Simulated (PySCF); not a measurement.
Gas-phase reaction: 3 ZnF2 + N2 + 3 Cl2 → 3 ZnCl2 + 2 NF3

Computed with PySCF and rigid-rotor harmonic-oscillator thermochemistry at 1 bar. † marks an energy on the PBE0/def2-TZVP geometry and frequencies. All species are closed-shell singlets. B3LYP is the form with VWN-RPA correlation. Zn: all electrons, no relativistic terms. The harmonic model lacks anharmonicity and excited electronic states, which grow with temperature; levels with a mode under 35 cm⁻¹ are left out. Soft modes under 120 cm⁻¹ make the harmonic entropy rough for ZnCl2.

```
level               ΔE electronic, kJ  ΔH°(298 K), kJ  ΔS°(298 K), J/K  ΔG°(1000 K), kJ
------------------  -----------------  --------------  ---------------  ---------------
B3LYP/def2-TZVP†                  396             408             -269              677
HF/def2-TZVP†                     443             454             -269              723
PBE0/def2-SVP†                    184             196             -269              465
ωB97M-V/def2-TZVP†                351             362             -269              631
ωB97X-V/def2-TZVP†                331             342             -269              611
```
ΔH° is lowest at PBE0/def2-SVP† and highest at HF/def2-TZVP†. No reference value is set beside these.
